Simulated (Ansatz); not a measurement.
CH5B2ClO, SMILES `BB(Cl)OC`. Charge 0, multiplicity 1. The geometry is a stationary point of PBE0-D4/def2-TZVP. It is one conformer, not always the lowest.

```xyz
10

B    -0.738   -1.510   -0.234
B     0.283   -0.609    0.736
Cl    0.846   -1.620    2.093
O     0.730    0.649    0.692
C     0.346    1.536   -0.341
H    -0.315   -2.193   -1.122
H    -1.911   -1.586   -0.006
H     1.242    1.873   -0.866
H    -0.332    1.061   -1.056
H    -0.151    2.400    0.104
```

What is the dipole moment at PBE/def2-TZVPP? (Estimate.)

Computed: 2.60 D, with components (-0.52, 1.84, -1.75) D in this frame, pointing from negative to positive charge.

And with r2SCAN, B3LYP, ωB97M-V? (An estimate is asked.)

Ansatz gave: r2SCAN 2.72 D, B3LYP 2.77 D, ωB97M-V 2.82 D.

Give the Mulliken charges with PBE, B3LYP, ωB97M-V in def2-TZVPP. (An estimate is asked.)

The calculation gave: 
| atom | PBE | B3LYP | ωB97M-V |
| --- | --- | --- | --- |
| B1 | -0.24 | -0.22 | -0.27 |
| B2 | 0.26 | 0.28 | 0.22 |
| Cl3 | -0.15 | -0.17 | -0.14 |
| O4 | -0.16 | -0.22 | -0.21 |
| C5 | -0.11 | -0.09 | -0.14 |
| H6 | 0.04 | 0.06 | 0.10 |
| H7 | 0.04 | 0.06 | 0.10 |
| H8 | 0.11 | 0.12 | 0.13 |
| H9 | 0.08 | 0.08 | 0.09 |
| H10 | 0.11 | 0.12 | 0.13 |

B3LYP here is the variant with VWN-RPA as its local correlation; programs differ in this.
